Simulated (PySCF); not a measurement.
Bond curve of KTl

Set-up: basis K def2-SVPD, Tl def2-SVPD with ECP60; scalar-relativistic core potentials; PySCF 2.14. Energies in eV from K + Tl in their ground configurations at the same level. State: ¹Σ⁺ (singlet), closed shell.

All columns are PBE0. A positive dipole means K(−)Tl(+).

```tsv
R (Å)	E (eV)	μ (D)	Mulliken charge on K (basis-dependent)	HOMO (eV)	LUMO (eV)	Mayer bond order	⟨S²⟩
3.249	-0.329	-2.84	0.20	-3.02	-1.62	0.99	0.00
3.400	-0.441	-2.91	0.15	-3.01	-1.56	1.00	0.00
3.551	-0.504	-2.94	0.11	-3.00	-1.51	1.01	0.00
3.665	-0.527	-2.94	0.08	-2.99	-1.49	1.02	0.00
3.778	-0.534	-2.93	0.06	-2.97	-1.47	1.02	0.00
3.891	-0.528	-2.90	0.05	-2.96	-1.45	1.01	0.00
4.043	-0.504	-2.85	0.03	-2.93	-1.44	1.01	0.00
4.231	-0.457	-2.77	0.02	-2.91	-1.44	1.01	0.00
4.458	-0.384	-2.65	0.01	-2.87	-1.44	1.00	0.00
4.760	-0.271	-2.49	0.00	-2.83	-1.46	1.00	0.00
```

A fit through these points gives, at Re = 3.777 Å, μ = -2.93 D and dμ/dR = 0.194 D/Å; the reduced mass is 32.74 u.

Problem. How strong is the fundamental in the double-harmonic approximation, I = 42.26·(dμ/dR)²/μred km/mol?

Solution. I = 42.26·(0.194)²/32.74 = 0.0486 km/mol at PBE0.

Closed-shell solutions of metal pairs were not tested for spin polarisation, which can lower them a little. Spin–orbit coupling is left out, which matters for elements this heavy, above all for dissociation energies.
